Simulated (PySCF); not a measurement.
# Spin states of TlAs

Unrestricted PBE0; Tl cc-pVDZ-PP with ECP60, As cc-pVDZ-PP with ECP10; scalar-relativistic core potentials (PySCF 2.14). Outer shells of the fragments: Tl 5d10 6s2 6p1; As 3d10 4s2 4p3.

Followed along the bond (rough minima from three points):

```json
{"2Ms+1": "3", "unpaired": "π ↑↑", "⟨S²⟩ at the start": "2.01", "R at minimum (Å)": "2.83", "Te (eV)": "0.00"}
{"2Ms+1": "1", "unpaired": "π ↑↓", "⟨S²⟩ at the start": "1.01", "R at minimum (Å)": "2.83", "Te (eV)": "0.33"}
{"2Ms+1": "3", "unpaired": "σ ↑, π ↑", "⟨S²⟩ at the start": "2.02", "R at minimum (Å)": "2.63", "Te (eV)": "0.36"}
{"2Ms+1": "1", "unpaired": "σ ↓, π ↑", "⟨S²⟩ at the start": "1.01", "R at minimum (Å)": "2.61", "Te (eV)": "0.61"}
{"2Ms+1": "1", "unpaired": "none", "⟨S²⟩ at the start": "0.00", "R at minimum (Å)": "2.81", "Te (eV)": "1.28"}
```

Solutions found at the starting distance of 2.605 Å, counted from the lowest of them; the search is not exhaustive and high or unbound solutions are not listed, so other states can lie among these:

```
2Ms+1    unpaired   term  E (eV)  ⟨S²⟩  ⟨Lz²⟩  μ (D)
    3        π ↑↑    ³Σ⁻    0.00  2.01   0.00  -1.66
    3    σ ↑, π ↑     ³Π    0.20  2.02   1.01  -2.94
    1        π ↑↓  mixed    0.33  1.01   2.01  -1.59
    1    σ ↓, π ↑  mixed    0.45  1.01   1.02  -2.94
    1        none  mixed    1.26  0.00   2.00  -1.24
    5  σ ↑, π ↑↑↑     ⁵Π    1.96  6.01   1.00   1.42
```

A term symbol is given only where ⟨S²⟩ and ⟨Lz²⟩ are close to those of a pure state; real π, δ and φ orbitals otherwise mix terms. A positive dipole means Tl(−)As(+).

Spin–orbit coupling is left out, which matters for elements this heavy, above all for dissociation energies. Counting both spins, an empty level lies below a filled one in some of these solutions, because spin and occupation are held.
